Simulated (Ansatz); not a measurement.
Geometry optimisation, Ansatz 0.2.0, RKS PBE0/6-31G*.

Input file:

```yaml
crystal:
  periodic: [false, false, false]
  atoms:
    - { symbol: Si, position_ang: [0.153571, -0.42196, -1.230341] }
    - { symbol: H, position_ang: [0.564748, 0.177885, 1.336558] }
    - { symbol: H, position_ang: [0.974179, 0.678929, 1.050127] }
    - { symbol: O, position_ang: [-0.708287, 0.972097, -1.40809] }
    - { symbol: C, position_ang: [-1.950939, 1.336384, -0.835217] }
    - { symbol: H, position_ang: [-2.295105, 0.612106, -0.09192] }
    - { symbol: H, position_ang: [-1.843399, 2.316106, -0.3669] }
    - { symbol: H, position_ang: [-2.695554, 1.407191, -1.632766] }
    - { symbol: F, position_ang: [-0.826814, -1.297838, -0.262851] }
basis:
  gaussian: { orbitals: "6-31G*" }
hamiltonian:
  xc: pbe0
relax:
  f_tol: 0.03
  max_steps: 50
```

Launched with:

```bash
$ ansatz run input.yaml --threads 1 --pin off --max-ram 2048MiB --backend cpu --events-out ev --progress --plain --runs-dir out
```

Problem. Where does it end, and by what steps?

Solution. It converged. The force dipped under the threshold on the way, but the program's further checks kept it going. After 18 steps the energy has fallen by 0.130 eV; H3 moved furthest, 0.98 Å.

```csv
step,energy less start (eV),largest force component (eV/Å),accepted
0,0.0000,1.109,yes
1,-0.0865,0.276,yes
2,-0.0985,0.223,yes
3,-0.1048,0.123,yes
4,-0.1078,0.121,yes
5,-0.1102,0.205,yes
6,-0.1125,0.434,yes
7,-0.1178,0.254,yes
8,-0.1221,0.122,yes
9,-0.1242,0.208,yes
10,-0.1262,0.130,yes
11,-0.1277,0.035,yes
12,-0.1286,0.015,yes
13,-0.1283,0.169,no
14,-0.1292,0.033,yes
15,-0.1294,0.088,yes
16,-0.1298,0.037,yes
17,-0.1298,0.037,no
18,-0.1298,0.025,yes
```

```xyz
9
Properties=species:S:1:pos:R:3
Si -0.132 -0.546 -1.793
H 0.691 0.178 1.551
H 1.049 0.625 2.028
O -1.091 0.788 -1.886
C -1.990 1.341 -0.939
H -2.054 0.727 -0.037
H -1.649 2.346 -0.671
H -2.980 1.419 -1.399
F -0.471 -1.098 -0.295
```

Time of the run: 63 s on 1 thread of Arm Neoverse V1, with other jobs on the host, peak memory 0.17 GiB.
